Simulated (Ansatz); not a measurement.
The same molecule with X = Al, Ga, In. Ansatz, PBE0-D4/def2-TZVP geometries, multiplicity 2.

Elements past krypton have def2 core potentials. Scalar relativity is left out up to krypton.

| X | molecule | mean X–H bond length / Å | mean X–N bond length / Å | zero-point energy (PBE0-D4/def2-TZVP) / kJ/mol |
| --- | --- | --- | --- | --- |
| Al | `[NH2][AlH]`• | 1.604 | 1.774 | 81.0 |
| Ga | `[NH2][GaH]`• | 1.594 | 1.825 | 79.4 |

(1) Give the row for X = In, `[NH2][InH]`•. (An estimate is asked.)

Answers

(1) Ansatz gave: 
```csv
X,molecule,mean X–H bond length / Å,mean X–N bond length / Å,zero-point energy (PBE0-D4/def2-TZVP) / kJ/mol
In,`[NH2][InH]`•,1.761,2.036,75.9
```

From Al to In the mean X–H bond length isn't monotonic: highest at In, lowest at Ga; the mean X–N bond length rises at each step, by 0.262 Å in all; the zero-point energy (PBE0-D4/def2-TZVP) falls at each step, by 5.1 kJ/mol in all. Bonds lengthen as the atom grows down the group.
